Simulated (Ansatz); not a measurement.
Sn(vinyl)2(NHMe)2 (C₆H₁₄N₂Sn). Total charge 0; triplet. Geometry r2SCAN-D4/def2-SVP, that of the neutral singlet; atoms count from 1.

```xyz
23

Sn    0.216   -0.149   -0.395
C     2.182   -0.981   -0.291
C     2.361   -2.249    0.103
H     3.052   -0.367   -0.557
H     1.512   -2.891    0.372
H     3.360   -2.701    0.170
C    -0.772    0.008   -2.283
C    -0.810    1.179   -2.932
H    -1.254   -0.875   -2.724
H    -0.338    2.079   -2.519
H    -1.315    1.289   -3.902
N     0.378    1.805    0.226
C    -0.804    2.560    0.600
H     1.146    1.959    0.879
H    -0.599    3.648    0.592
H    -1.605    2.390   -0.140
H    -1.230    2.317    1.597
N    -0.911   -1.436    0.747
C    -0.721   -1.507    2.184
H    -1.899   -1.438    0.496
H    -1.147   -2.442    2.595
H     0.357   -1.528    2.417
H    -1.159   -0.667    2.765
```

In the def2 sets Sn takes a core potential; there is no spin–orbit coupling. At PBE0-D4/def2-TZVP a singlet of charge 0 lies 4.21 eV below the triplet at the same geometry.

Question: Estimate the Mulliken populations from the PBE0/def2-TZVP orbitals of Ansatz.

Answer: 
| atom | charge (e) | spin (α − β) |
| --- | --- | --- |
| Sn1 | 0.80 | 0.46 |
| C2 | -0.42 | -0.02 |
| C3 | -0.30 | 0.19 |
| H4 | 0.11 | 0.00 |
| H5 | 0.12 | -0.01 |
| H6 | 0.12 | -0.01 |
| C7 | -0.42 | -0.02 |
| C8 | -0.30 | 0.19 |
| H9 | 0.11 | 0.00 |
| H10 | 0.12 | -0.01 |
| H11 | 0.12 | -0.01 |
| N12 | -0.32 | 0.48 |
| C13 | -0.29 | -0.03 |
| H14 | 0.16 | 0.07 |
| H15 | 0.14 | 0.03 |
| H16 | 0.15 | 0.01 |
| H17 | 0.12 | 0.06 |
| N18 | -0.32 | 0.48 |
| C19 | -0.29 | -0.03 |
| H20 | 0.16 | 0.07 |
| H21 | 0.14 | 0.03 |
| H22 | 0.15 | 0.01 |
| H23 | 0.12 | 0.06 |
Mulliken values depend strongly on the basis.

Question: Where does the spin sit?

Answer: Summed by element: Sn 0.46, C 0.28, H 0.31, N 0.95, of 2 unpaired in all. Largest on single atoms: N12 0.48, N18 0.48, Sn1 0.46.

Question: And the Mayer bond orders between heavy atoms (over 0.3)?

Answer: Sn1–C2 1.00 (2.14 Å); Sn1–C7 1.00 (2.14 Å); Sn1–N12 0.47 (2.06 Å); Sn1–N18 0.47 (2.06 Å); C2–C3 1.80 (1.34 Å); C7–C8 1.80 (1.34 Å); N12–C13 1.01 (1.45 Å); N18–C19 1.01 (1.45 Å).
